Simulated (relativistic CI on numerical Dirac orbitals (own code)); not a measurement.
## How well does a small relativistic CI reproduce Ar2+?

Calculated at this level of theory: Dirac-Coulomb-Breit CI, KLI orbitals optimised for each configuration, a model potential for QED, valence Slater integrals scaled by 0.85, P86 correlation estimate, and configurations built on the next ion tied to the tabulated ionisation energy (semi-empirical) (own radial code, finite nucleus).

CI space (outside the closed core [Ne]): 3s2.3p4, 3s2.3p3.3d, 3s2.3p3.4s, 3s2.3p3.4p, 3s2.3p3.4d, 3s2.3p3.5s, 3s2.3p3.4f, 3s.3p5, 3p6, 3s2.3p2.3d2, 3s.3p4.3d, 3p4.3d2, 3s2.3p2.3d.4s, 3s2.3p3.5p, 3s2.3p2.4s2, 3s2.3p2.3d.4p, 3s2.3p3.5d, 3s2.3p3.5f, 3s2.3p3.5g, 3s2.3p2.4s.4p, 3s.3p4.4s, 3p5.3d, 3p5.4s, 3s2.3p2.4p2. Levels of other configurations are missing.

| Configuration | Term (tabulated) | J | Measured (cm⁻¹) | Computed | Error | Purity (%) |
| --- | --- | --- | --- | --- | --- | --- |
| 3s2.3p4 | 3P | 2 | 0.0 | 0 | 0 | 96 |
| 3s2.3p4 | 3P | 1 | 1112.2 | 1099 | -13 | 97 |
| 3s2.3p4 | 3P | 0 | 1570.2 | 1548 | -22 | 96 |
| 3s2.3p4 | 1D | 2 | 14010.0 | 13947 | -63 | 96 |
| 3s2.3p4 | 1S | 0 | 33265.7 | 31096 | -2170 | 95 |
| 3s.3p5 | 3P° † | 2 | 113800.5 | 124207 | 10407 | 70 |
| 3s.3p5 | 3P° † | 1 | 114797.4 | 125196 | 10398 | 70 |
| 3s.3p5 | 3P° † | 0 | 115328.0 | 125724 | 10396 | 70 |
| 3s2.3p3.3d | 5D° | 1 | 144885.5 | 146110 | 1224 | 100 |
| 3s2.3p3.3d | 5D° | 2 | 144890.7 | 146108 | 1218 | 100 |
| 3s2.3p3.3d | 5D° | 3 | 144897.5 | 146108 | 1210 | 100 |
| 3s2.3p3.3d | 5D° | 4 | 144911.3 | 146113 | 1202 | 99 |
| 3s2.3p3.3d | 3D° | 3 | 156915.5 | 159860 | 2945 | 99 |
| 3s2.3p3.3d | 3D° | 2 | 156922.6 | 159860 | 2938 | 99 |
| 3s2.3p3.3d | 3D° | 1 | 157029.8 | 159987 | 2957 | 99 |
| 3s2.3p3.3d | 1S° | 0 | 161849.9 | 167296 | 5446 | 100 |
| 3s2.3p3.3d | 3F° | 2 | 162757.3 | 164604 | 1846 | 98 |
| 3s2.3p3.3d | 3F° | 3 | 163076.2 | 164949 | 1873 | 98 |
| 3s2.3p3.3d | 3F° | 4 | 163477.0 | 165374 | 1897 | 99 |
| 3s2.3p3.3d | 3G° | 3 | 172100.1 | 173950 | 1850 | 99 |
| 3s2.3p3.3d | 3G° | 4 | 172136.6 | 173978 | 1842 | 99 |
| 3s2.3p3.3d | 3G° | 5 | 172191.5 | 174026 | 1834 | 100 |
| 3s2.3p3.4s | 5S° | 2 | 174378.5 | 175644 | 1265 | 99 |
| 3s2.3p3.3d | 1G° | 4 | 175665.6 | 178329 | 2663 | 99 |
| 3s2.3p3.3d | 1D° | 2 | 179529.5 | 178946 | -583 | 98 |
| 3s2.3p3.4s | 3S° | 1 | 180678.3 | 181669 | 991 | 99 |
| 3s2.3p3.3d | 3F° | 4 | 186402.9 | 185391 | -1012 | 97 |
| 3s2.3p3.3d | 3F° | 3 | 186658.2 | 185682 | -976 | 98 |
| 3s2.3p3.3d | 3F° | 2 | 186904.0 | 185973 | -931 | 97 |
| 3s2.3p3.3d | 3D° | 1 | 187172.0 | 187036 | -136 | 98 |
| 3s2.3p3.3d | 3D° | 2 | 187823.9 | 187678 | -146 | 97 |
| 3s2.3p3.3d | 3P° | 0 | 188145.1 | 187707 | -438 | 98 |
| 3s2.3p3.3d | 3P° | 1 | 188517.9 | 188071 | -446 | 98 |
| 3s2.3p3.3d | 3D° | 3 | 188714.9 | 188563 | -152 | 97 |
| 3s2.3p3.3d | 3P° | 2 | 189380.8 | 188920 | -461 | 98 |
| 3s2.3p3.4s | 3D° | 1 | 196590.6 | 198842 | 2251 | 97 |
| 3s2.3p3.4s | 3D° | 2 | 196615.2 | 198872 | 2257 | 97 |
| 3s2.3p3.4s | 3D° | 3 | 196680.8 | 198965 | 2285 | 98 |
| 3s2.3p3.4s | 1D° | 2 | 199763.4 | 201892 | 2129 | 97 |
| 3s2.3p3.3d | 1F° | 3 | 200317.9 | 200509 | 191 | 98 |
| 3s2.3p3.4p | 5P | 1 | 204570.0 | 205754 | 1184 | 99 |
| 3s2.3p3.4p | 5P | 2 | 204655.8 | 205836 | 1180 | 99 |
| 3s2.3p3.3d | 3S° | 1 | 204728.4 | 205056 | 327 | 97 |
| 3s2.3p3.4p | 5P | 3 | 204803.3 | 205975 | 1171 | 99 |
| 3s2.3p3.4s | 3P° † | 2 | 207233.0 | 208373 | 1140 | 91 |
| 3s2.3p3.4s | 3P° † | 1 | 207532.3 | 208250 | 718 | 94 |
| 3s2.3p3.4s | 3P° | 0 | 207674.2 | 208204 | 530 | 95 |
| 3s2.3p3.4p | 3P | 1 | 209126.2 | 210381 | 1255 | 99 |
| 3s2.3p3.4p | 3P | 2 | 209150.9 | 210407 | 1256 | 99 |
| 3s2.3p3.4p | 3P | 0 | 209165.6 | 210416 | 1250 | 99 |
| 3s2.3p3.3d | 3D° | 3 | 210212.7 | 211692 | 1479 | 84 |
| 3s2.3p3.3d | 3D° | 2 | 211005.6 | 212484 | 1478 | 84 |
| 3s2.3p3.4s | 1P° | 1 | 211063.8 | 211317 | 253 | 94 |
| 3s2.3p3.3d | 3D° | 1 | 211565.0 | 213000 | 1435 | 84 |
| 3s2.3p3.3d | 3P° | 2 | 213951.8 | 222115 | 8163 | 62 |
| 3s2.3p3.3d | 3P° | 1 | 214347.6 | 222805 | 8457 | 66 |
| 3s2.3p3.3d | 3P° | 0 | 214569.5 | 223237 | 8667 | 66 |
| 3s2.3p3.3d | 1D° | 2 | 219337.5 | 220867 | 1529 | 86 |
| 3s2.3p3.4p | 1P | 1 | 223663.2 | 226088 | 2425 | 85 |
| 3s2.3p3.3d | 1F° | 3 | 224334.1 | 227012 | 2678 | 84 |
| 3s2.3p3.4p | 3D | 2 | 225149.2 | 227304 | 2155 | 96 |
| 3s2.3p3.4p | 3D | 1 | 225156.6 | 227336 | 2180 | 86 |
| 3s2.3p3.4p | 3D | 3 | 225404.1 | 227543 | 2139 | 95 |
| 3s2.3p3.4p | 3F | 2 | 226357.0 | 228481 | 2124 | 96 |
| 3s2.3p3.4p | 3F | 3 | 226504.2 | 228620 | 2116 | 94 |
| 3s2.3p3.4p | 3F | 4 | 226646.7 | 228759 | 2113 | 99 |
| 3s2.3p3.4p | 1F | 3 | 227244.2 | 229349 | 2105 | 98 |
| 3s2.3p3.4p | 3P | 2 | 231342.2 | 233293 | 1950 | 97 |

Measured levels from Saloman, J. Phys. Chem. Ref. Data 39, 033101 (2010); pairs were made by configuration, J and term (by order where the table uses no LS term), so strongly mixed levels may be paired wrongly.

Mean error by configuration (cm⁻¹): 3s2.3p4 -567; 3s2.3p3.3d 1773; 3s2.3p3.4s 1495; 3s2.3p3.4p 1774. Over the excited levels the mean absolute error is 1830 cm⁻¹ (67 of the 69 excited levels that our extract of the source holds in range could be paired, and the others can miss by more), and the median relative error of those above 1,000 cm⁻¹ is 0.84 %. † marks terms whose computed intervals miss the measured ones by more than a factor of 2.5, or configurations far off the rest, from wrong mixing, a near crossing or a doubtful label or measurement; they are left out of the means.
